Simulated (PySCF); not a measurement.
**Electronic structure of Te (tellurium, neutral) at the UHF level**

Configuration: [Kr] 4d10 5s2 5p3 6s1, high-spin 5S determinant (an excited configuration). Computed with PySCF 2.14 in dyall-av2z, with the non-relativistic Hamiltonian (point nucleus).

| Item | Value |
| --- | --- |
| Total energy | -6611.594555 hartree |
| One-electron energy | -9089.5972 hartree |
| Hartree (Coulomb) energy | 2646.7628 hartree |
| Exchange energy | -168.7602 hartree |
| Kinetic energy | 6611.73161 hartree |
| ⟨S²⟩ | 6.0013 |
| ⟨L²⟩ | 0.000 |
| Sum of ⟨r⟩ | 40.18 bohr |
| Sum of ⟨r²⟩ | 84.41 bohr² |
| Density at the nucleus (Gaussians lack the cusp) | 98700 bohr⁻³ |
| Spin density at the nucleus | 2.64 bohr⁻³ |
| Langevin diamagnetic susceptibility | -66.9 ×10⁻⁶ cm³/mol |

```csv
shell,electrons,mean orbital energy (hartree),"rms radius, mean of both spins (bohr)"
1s α,1,-1131.05495,0.0338
1s β,1,-1131.04800,0.0338
2s α,1,-172.89084,0.136
2s β,1,-172.88776,0.136
2p α,3,-161.87059,0.118
2p β,3,-161.86469,0.118
3s α,1,-35.89256,0.357
3s β,1,-35.88447,0.357
3p α,3,-31.22205,0.350
3p β,3,-31.21131,0.350
3d α,5,-22.64738,0.322
3d β,5,-22.64320,0.322
4s α,1,-6.79099,0.843
4s β,1,-6.77007,0.843
4p α,3,-5.09558,0.890
4p β,3,-5.07255,0.890
4d α,5,-2.17840,1.04
4d β,5,-2.16226,1.04
5s α,1,-0.93100,2.30
5s β,1,-0.66342,2.30
5p α,3,-0.50302,2.74
6s α,1,-0.10234,5.68
```

A non-relativistic calculation at this Z misses sizeable relativistic shifts. The outer electron is Rydberg-like, and this basis confines it to a smaller radius and binds it less than a complete one would.

Spin-orbit constants ζ (cm⁻¹) from the X2C one-electron operator on these orbitals (non-relativistic here): bare nucleus, nucleus screened by l(l+1)(2l+1)/3 electrons, and screened by the Breit-Pauli mean field of the electrons.

| shell | bare | screened nucleus | mean field |
| --- | --- | --- | --- |
| 2p | 1249000 | 1201000 | 1177000 |
| 3p | 229900 | 221100 | 215700 |
| 3d | 41060 | 33170 | 31970 |
| 4p | 41470 | 39880 | 38820 |
| 4d | 5491 | 4435 | 4193 |
| 5p | 3622 | 3483 | 3379 |
